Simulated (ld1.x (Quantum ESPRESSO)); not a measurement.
**An all-electron radial function and its pseudo partner (cerium)**

Columns: radius, all-electron u(r) and pseudo u(r) of the 5p shell (level -23.22 eV) of cerium in the configuration [Kr] 4d10 4f1 5s2 5p6 5d1 6s2 6p0; PBE, scalar-relativistic, TM semilocal scheme, ld1.x (Quantum ESPRESSO) 7.5.

```
r (bohr)  all-electron   pseudo
   0.152       -0.2181  -0.0210
   0.305       -0.0465  -0.0822
   0.458        0.4050  -0.1773
   0.610        0.3998  -0.2952
   0.762        0.1044  -0.4243
   0.915       -0.2499  -0.5520
   1.068       -0.5418  -0.6647
   1.220       -0.7372  -0.7517
   1.372       -0.8437  -0.8074
   1.525       -0.8791  -0.8297
   1.678       -0.8634  -0.8202
   1.830       -0.8148  -0.7845
   1.982       -0.7475  -0.7294
   2.135       -0.6711  -0.6619
   2.288       -0.5930  -0.5891
   2.440       -0.5181  -0.5169
   2.592       -0.4486  -0.4483
   2.745       -0.3852  -0.3851
   2.898       -0.3288  -0.3288
   3.050       -0.2797  -0.2797
   3.202       -0.2370  -0.2370
   3.355       -0.2001  -0.2001
   3.508       -0.1685  -0.1685
   3.660       -0.1418  -0.1418
   3.812       -0.1190  -0.1190
   3.965       -0.0997  -0.0997
```

Problem. How many radial nodes do the two functions have?

Solution. The all-electron 5p function has n − l − 1 = 3 (the table is too coarse to show those close to the nucleus); the pseudo-wave has 0, since the states of the same l below it are removed with the core.

Problem. At about which radius was the pseudo-wave matched?

Solution. 3.05 bohr. The columns agree to 0.0005 from 2.59 bohr on; several derivatives are matched, so the curves merge somewhat inside the radius.

Problem. Where does each function peak?

Solution. Outermost all-electron maximum near 1.52 bohr, pseudo maximum near 1.52 bohr (to the table’s step).

Problem. Is the pseudo-wave norm-conserving?

Solution. Yes: the TM semilocal scheme keeps the norm inside the radius equal to the all-electron one, which fixes the energy derivative of the logarithmic derivative at the level.
